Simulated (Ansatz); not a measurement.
Start from `O[SiH](F)[SeH]` and change one atom or group to get `O[SiH](F)N[SiH3]`.

Ansatz, PBE0-D4/def2-TZVP geometries, multiplicity 1. Each molecule was computed in one conformer, which needn't be the lowest.

Scalar relativity is left out up to krypton. Spin–orbit coupling is left out; it splits and shifts lone-pair levels of the heavy atoms by tenths of an eV.

```json
{"property": "LUMO energy (PBE0/def2-TZVPP) / eV", "`O[SiH](F)[SeH]`": "-0.09"}
{"property": "HOMO energy (ωB97M-V/def2-TZVPP) / eV", "`O[SiH](F)[SeH]`": "-9.64"}
{"property": "size of the dipole moment (B3LYP/def2-TZVPP) / D", "`O[SiH](F)[SeH]`": "1.60"}
{"property": "LUMO energy (PBE/def2-TZVPP) / eV", "`O[SiH](F)[SeH]`": "-0.98"}
{"property": "HOMO energy (PBE0/def2-TZVPP) / eV", "`O[SiH](F)[SeH]`": "-7.47"}
{"property": "size of the dipole moment (PBE/def2-TZVPP) / D", "`O[SiH](F)[SeH]`": "1.58"}
```

Problem. Give the same properties after the change, and the shifts. (Estimate.)

Solution. Ansatz gave: 
```
                                        property  `O[SiH](F)N[SiH3]`  shift
              LUMO energy (PBE0/def2-TZVPP) / eV                0.19   0.28
           HOMO energy (ωB97M-V/def2-TZVPP) / eV              -10.25  -0.61
size of the dipole moment (B3LYP/def2-TZVPP) / D                2.22   0.62
               LUMO energy (PBE/def2-TZVPP) / eV               -0.65   0.33
              HOMO energy (PBE0/def2-TZVPP) / eV               -7.94  -0.47
  size of the dipole moment (PBE/def2-TZVPP) / D                2.17   0.59
```

With PBE0 the HOMO falls by 0.47 eV and the LUMO rises by 0.28 eV, so the gap widens by about 0.75 eV. PBE moves the HOMO by -0.27 eV and ωB97M-V by -0.61 eV. Dipoles are sizes alone; their direction can turn.

B3LYP here is the variant with VWN-RPA as its local correlation; programs differ in this.
